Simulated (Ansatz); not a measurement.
Relaxation of AlFH$_{7}$NO (11 atoms, charge 0, multiplicity 1), to a largest force component of 0.03 eV/Å in at most 50 steps.

These are results of Ansatz, RKS PBE0/def2-SVP, not measurements.

```xyz
11
Properties=species:S:1:pos:R:3
Al -0.919 1.337 -1.323
F 0.819 1.371 -1.263
H -1.532 0.290 -2.334
H -1.652 2.548 -0.623
H 0.091 -0.932 1.148
N -0.912 -0.749 1.096
H 2.038 0.138 0.047
O 2.250 -0.684 0.513
H -1.386 -1.638 0.952
H -1.209 -0.386 1.999
H 2.411 -1.295 -0.213
```

**Question.** Where does it end, and by what steps?

**Answer.** The forces met the threshold. After 13 steps the energy has fallen by 1.339 eV; Al1 moved furthest, 0.68 Å. Joined: Al1–N6.

```csv
step,energy less start (eV),largest force component (eV/Å),accepted
0,0.0000,1.202,yes
1,-0.2797,0.633,yes
2,-0.7448,0.655,yes
3,-1.0805,0.441,yes
4,-1.2323,1.378,yes
5,-1.2659,0.784,yes
6,-1.3269,0.437,yes
7,-1.3333,0.192,yes
8,-1.3361,0.062,yes
9,-1.3376,0.039,yes
10,-1.3386,0.090,yes
11,-1.3389,0.066,yes
12,-1.3393,0.059,yes
13,-1.3395,0.006,yes
```

```xyz
11
Properties=species:S:1:pos:R:3
Al -0.843 0.899 -0.812
F 0.825 1.337 -0.749
H -1.173 -0.069 -2.039
H -1.822 2.070 -0.350
H 0.189 -0.750 0.771
N -0.791 -0.387 0.755
H 1.815 0.111 -0.035
O 1.929 -0.753 0.414
H -1.429 -1.177 0.662
H -0.977 0.053 1.657
H 2.276 -1.333 -0.273
```

Whether the end is a true minimum wasn't checked by a vibrational analysis.

The run took 33 s on 2 threads of Arm Neoverse V1 (shared host), peak memory 0.18 GiB.
